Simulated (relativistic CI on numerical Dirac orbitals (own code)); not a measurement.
## Spin-allowed bands of a d2 ion in an octahedral site, by hand

Problem. Take Δ = 20670 cm⁻¹ and B = 530 cm⁻¹ for a d2 ion in an octahedral site. Calculate the three spin-allowed bands.

Working.
1. The terms of highest spin are 3F (energy 0) and 3P (15B = 7950 cm⁻¹). Here the F term splits into A2 at +1.2Δ = 24804, T2 at +0.2Δ = 4134 and T1 at −0.6Δ = -12402 cm⁻¹.
2. The two T1 states mix through the element 0.4Δ: H = [[-12402, 8268], [8268, 7950]], with roots ½(H₁₁ + H₂₂) ∓ ½√[(H₂₂ − H₁₁)² + 4H₁₂²] = ½(-4452) ∓ ½(26223) = -15337 and 10885 cm⁻¹.
3. The ground term is 3T1 at -15337 cm⁻¹.
4. Bands: 3T2 19471 cm⁻¹ (514 nm), 3T1(P) 26223 cm⁻¹ (381 nm), 3A2 40141 cm⁻¹ (249 nm).

Check. Exact diagonalisation of the whole d2 shell with these parameters gives 3T2 19471, 3T1 26223, 3A2 40141 cm⁻¹. The match is exact, since without spin-orbit coupling no other term has this spin. The ratio of the second band to the first, 1.347, depends on Δ/B = 39.0 alone, which is how a Tanabe-Sugano diagram is read.
